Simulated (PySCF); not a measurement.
**Which determinant of CsZn lies lowest?**

Unrestricted PBE0; PySCF, scalar-relativistic core potentials, basis sets Cs def2-SVP with ECP46, Zn def2-SVP. Outer shells of the fragments: Cs 6s1; Zn 3d10 4s2.

Followed along the bond (rough minima from three points):

```csv
2Ms+1,unpaired,⟨S²⟩ at the start,R at minimum (Å),Te (eV)
2,σ ↑,0.75,4.29,0.00
2,π ↑,0.75,3.40,0.86
4,"σ ↑↑, π ↑",3.75,3.55,3.84
```

Solutions found at the starting distance of 3.395 Å, counted from the lowest of them; the search is not exhaustive and high or unbound solutions are not listed, so other states can lie among these:

| 2Ms+1 | unpaired | term | E (eV) | ⟨S²⟩ | ⟨Lz²⟩ | μ (D) |
| --- | --- | --- | --- | --- | --- | --- |
| 2 | σ ↑ | ²Σ⁺ | 0.00 | 0.75 | 0.00 | 1.32 |
| 2 | π ↑ | ²Π | 0.69 | 0.75 | 1.00 | -6.44 |
| 2 | δ ↑ | ²Δ | 1.76 | 0.75 | 4.00 | 0.98 |
| 4 | σ ↑↑, π ↑ | ⁴Π | 3.69 | 3.75 | 1.00 | -1.38 |
| 4 | σ ↑, π ↑↑ | ⁴Σ⁻ | 4.11 | 3.75 | 0.00 | -5.28 |
| 4 | σ ↑↑↑ | ⁴Σ⁺ | 4.33 | 3.75 | 0.00 | 3.93 |

A term symbol is given only where ⟨S²⟩ and ⟨Lz²⟩ are close to those of a pure state; real π, δ and φ orbitals otherwise mix terms. A positive dipole means Cs(−)Zn(+).

Problem. Compare the gap between the two lowest followed solutions at the starting distance with the gap between their minima.

Solution. At PBE0 the second solution (doublet, unpaired electrons π ↑) lies +0.69 eV from the first (doublet, unpaired electrons σ ↑) at 3.395 Å and +0.86 eV at the minima; the two curves relax by different amounts, since their minima lie near 3.40 and 4.29 Å.

Spin–orbit coupling is left out. Counting both spins, an empty level lies below a filled one in some of these solutions, because spin and occupation are held.
